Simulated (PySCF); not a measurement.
## Dipole moment and polarisability of `COCc1ncc[nH]1`

Compound: C5H8N2O.
Geometry (GFN2-xTB, Å), atoms numbered from 1 in this order:
```
atom  x, y, z in Å
C1     2.8474    0.0474   -0.2792
O2     1.4680    0.3035   -0.3404
C3     0.7029   -0.6373    0.3802
C4    -0.7393   -0.2795    0.2569
N5    -1.7434   -0.9220    0.7937
C6    -2.8600   -0.2419    0.4182
C7    -2.5217    0.8279   -0.3575
N8    -1.1590    0.7941   -0.4536
H9     3.0885   -0.9334   -0.7063
H10    3.3353    0.8275   -0.8604
H11    3.2118    0.0794    0.7546
H12    0.9930   -0.6432    1.4435
H13    0.8670   -1.6544   -0.0110
H14   -3.8297   -0.5691    0.7340
H15   -3.1129    1.5820   -0.8338
H16   -0.5555    1.4279   -0.9504
```

Level: CAM-B3LYP/def2-SVPD (PySCF), static field, nuclei fixed, core orbitals frozen in the response. The polarisability tensor in these axes (au):

```
x    97.71  -3.10  -1.67
y    -3.10  68.93 -10.19
z    -1.67 -10.19  61.15
```

What are the eigenvalues, a third of the trace, and Δα (Δα² = ½Σ(αi − αj)² over the three pairs)?

Principal values 53.91, 75.83 and 98.05 au; mean 75.93 au = 11.25 Å³ = 12.52 × 10⁻⁴⁰ C²·m²/J; Δα = 38.23 au (50 % of the mean).

What is the dipole moment, and where does it point?

(2.33, 1.77, -1.44) D, 3.25 D in size, pointing from the negative to the positive side. Measured along this direction, the outermost atoms are H14 at the negative end and H10 at the positive end.

Rayleigh depolarisation ratio (linearly polarised light, static tensor)?

ρ = 3Δα²/(45ᾱ² + 4Δα²) = 4384.6/(259450 + 5846.2) = 0.0165.

Molar refractivity from α?

Lorentz–Lorenz: R = (4π/3)N_A α = 2.5225 cm³/(mol·Å³) × 11.25 Å³ = 28.4 cm³/mol, in the limit of long wavelengths.

Sum over states: ᾱ = Σ f/ω², ω in Eh. What share falls to these 8 lowest TDDFT singlets (eV, f)? 6.18, 0.0093; 6.61, 0.2403; 6.86, 0.0000; 6.96, 0.0029; 7.12, 0.0166; 7.19, 0.0334; 7.38, 0.0191; 7.71, 0.0018.

They add up to 5.30 au, 7.0 % of the 75.93 au; the largest single term is 4.08 au, from the state at 6.61 eV. Terms in order: 0.18, 4.08, 0.00, 0.04, 0.24, 0.48, 0.26, 0.02 au. Higher excitations give the rest. The strengths listed sum to 0.324.

Find the Langevin capture rate constant for O2+ (31.990 u) meeting this molecule (112.064 u), k = 2.342 × 10⁻⁹ cm³/s × √(α in Å³ / reduced mass in u).

The reduced mass is 24.89 u, so k = 1.57 × 10⁻⁹ cm³/s. The formula leaves out the permanent dipole, which adds to the capture rate.

Geometry: GFN2-xTB, one conformer, isolated molecule.
